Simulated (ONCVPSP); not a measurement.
# Transferability test, ONCV potential for aluminium (Al)

```json
{
  "Element": "aluminium",
  "Generator": "ONCVPSP 4.0.1",
  "Type": "optimised norm-conserving Vanderbilt (ONCV)",
  "Functional": "LDA (Perdew-Wang 92)",
  "Relativity": "scalar-relativistic",
  "Frozen core": "[Ne]",
  "Valence charge": "3",
  "Reference configuration": "3s2 3p0.75 (charge +0.25)",
  "Partial waves": "3s: rc 2.25 bohr, ncon 3, nbas 8, qcut 3.1 1/bohr, 2 projectors, debl 3.1 Ha; 3p: rc 2.85 bohr, ncon 4, nbas 7, qcut 2.4 1/bohr, 2 projectors, debl 2.7 Ha",
  "Local potential": "polynomial inside 2.00 bohr (lpopt 1, dvloc0 0 Ha)",
  "Core correction": "none"
}
```

Energies are relative to the spin-unpolarised reference configuration 3s2 3p0.75; without spin polarisation the order of configurations can differ from experiment.

```csv
valence configuration,charge,ΔE all-electron (eV),error AE − PS (meV)
3s2 3p0,+1,4.967,+2.8
3s1 3p0,+2,24.337,+70
```

What are ΔE and the potential's error for 3s0 3p3?

ΔE = 9.631 eV all-electron; the error (AE − PS) is +18 meV.

What are ΔE and the potential's error for 3s2 3p1?

ΔE = -0.874 eV all-electron; the error (AE − PS) is +0.1 meV.
